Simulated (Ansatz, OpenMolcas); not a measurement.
**Worked example: vertical energy of the triplet above the singlet of SnH4 (SMILES [SnH4])**

SnH4 has 5 atoms, charge 0, and is taken as a singlet. As SMILES, `[SnH4]`. The coordinates come from a PBE0-D4/def2-TZVP relaxation.

Both states at this one shape; open shells run unrestricted unless said. 1 Eh = 27.2114 eV.

| level | program | singlet SnH4 (Eh) | triplet SnH4 (Eh) |
| --- | --- | --- | --- |
| PBE/def2-SVPD (core potential) | Ansatz | -216.636594 | -216.385987 |
| r2SCAN0/def2-SVPD (core potential) | Ansatz | -216.703951 | -216.441459 |
| PBE-QIDH/def2-SVPD (core potential), 4 core orbitals frozen | Ansatz | -216.382727 | -216.111172 |
| CCSD(T)/def2-SVPD (core potential), open shells restricted, 4 core orbitals frozen | OpenMolcas | -215.807586 | -215.530851 |

Q: Work out the vertical gap, second state less first, at each level.

A: 
1. PBE/def2-SVPD (core potential): -216.385987 − (-216.636594) = 0.250607 Eh = 6.82 eV.
2. r2SCAN0/def2-SVPD (core potential): -216.441459 − (-216.703951) = 0.262492 Eh = 7.14 eV.
3. PBE-QIDH/def2-SVPD (core potential): -216.111172 − (-216.382727) = 0.271555 Eh = 7.39 eV.
4. CCSD(T)/def2-SVPD (core potential), open shells restricted: -215.530851 − (-215.807586) = 0.276735 Eh = 7.53 eV.

No measured value is set beside it here; the levels span 6.82 to 7.53 eV. Spin-orbit coupling, which splits open shells on such heavy atoms by tenths of an eV, is left out.
